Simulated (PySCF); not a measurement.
Molecular orbitals of InTe

UHF at R = 2.866 Å; PySCF, scalar-relativistic core potentials, basis sets In def2-SVP with ECP28, Te def2-SVP with ECP28. State: ²Π (doublet), unpaired electrons π ↑. Only the outer orbitals are listed, counted within each symmetry, core potentials removing the inner ones.

```
spin  orbital  occ.  ε (eV)  on In (%)            main shells (%)
   α       7σ     1  -21.07          4                    95 Te s
   α       8σ     1  -12.04         68           68 In s, 28 Te p
   α       5π     1   -9.73          3                    97 Te p
   α       5π     1   -8.37          5                    95 Te p
   α       9σ     1   -7.84         48  52 Te p, 26 In s, 21 In p
   α       6π     0    0.36         98                    98 In p
   α       6π     0    0.54         96                    96 In p
   α      10σ     0    2.31         97           95 In p, 11 Te p
   β       7σ     1  -18.94          8                    92 Te s
   β       8σ     1  -11.84         72           71 In s, 23 Te p
   β       5π     1   -7.81          7                    93 Te p
   β       9σ     1   -7.56         47  53 Te p, 26 In p, 20 In s
   β       5π     0   -0.56         54           53 In p, 46 Te p
   β       6π     0    0.54         94                    94 In p
   β       6π     0    1.26         47           52 Te p, 47 In p
```

Task: Which are the highest filled and the lowest empty level, where do they sit, and how wide is the gap?

Result: Highest filled β 9σ at -7.56 eV (in %: 53 Te p, 26 In p, 20 In s); lowest empty β 5π at -0.56 eV (in %: 53 In p, 46 Te p); the gap at UHF is 7.00 eV.

The bond order (Mayer) is 0.94, the ⟨S²⟩ is 0.760 and the charge on In (Mulliken, basis-dependent) is 0.40. The charge on In (Löwdin, basis-dependent) is 0.18 and the dipole moment (positive dipole means In(−)Te(+)) is -3.03 D. The polarisability along the bond is 126.0 bohr³ and the polarisability across the bond is 58.8 bohr³.

Spin–orbit coupling is left out. The state was picked by a PBE0 search and need not be the measured ground state.
